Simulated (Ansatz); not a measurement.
Input for Ansatz (a first-principles code): U-PBE/def2-TZVPP on CH4MgO (SMILES [CH3][Mg][OH]), a point of a bond scan (R = 0.874 Å).

Ansatz 0.2 input:
```yaml
crystal:
  periodic: [false, false, false]
  atoms:
    - {symbol: Mg, position_ang: [0.01243978, -0.08170774, 0.05863888]}
    - {symbol: C, position_ang: [-0.24275363, 1.59446996, -1.14429716]}
    - {symbol: H, position_ang: [-0.86991040, 2.11806979, -0.83281736]}
    - {symbol: H, position_ang: [-0.52403952, 1.31512017, -2.16281394]}
    - {symbol: H, position_ang: [0.67566808, 2.18360785, -1.20716694]}
    - {symbol: O, position_ang: [0.22953244, -1.50762973, 1.08197486]}
    - {symbol: H, position_ang: [0.34605594, -2.27298687, 1.63124580]}
basis:
  gaussian:
    orbitals: def2-TZVPP
hamiltonian:
  xc: {name: PBE}
magnetization: {spin_polarized: true, initial_magnetization: 0}
```

Program output:

```
WARN ansatz: RAYON_NUM_THREADS=1 ignored (pool sized by the plan → 1); use --threads N
Functional definition: PBE
integrals: 0.05 GiB planned
855 factors; their error is unknown
mean field: 0.51 GiB planned
mean field evaluation 1: about -8566.0837 eV, gradient 7.3e1 eV
mean field evaluation 2: about -8456.8733 eV, gradient 1.4e2 eV
mean field evaluation 4: about -8585.7752 eV, gradient 1.9e1 eV
mean field evaluation 8: about -8587.6242 eV, gradient 1.8e-1 eV
mean field evaluation 16: about -8587.6242 eV, gradient 2.1e-5 eV
mean field -8587.62423444 eV, -315.5893697150 hartree, gradient 2.1e-5 eV, S^2 0.000000; 0 other end points of the search recorded, 0 dependent functions left out
reference -8587.62427972 eV, -315.5893713788 hartree; 15, 15 occupied and 135, 135 virtual orbitals, 855 factors
Total energy: -8587.62427972 eV, -315.5893713788 hartree
```

The calculation finished and met its thresholds.

Cost: around 7 core-seconds (rough).
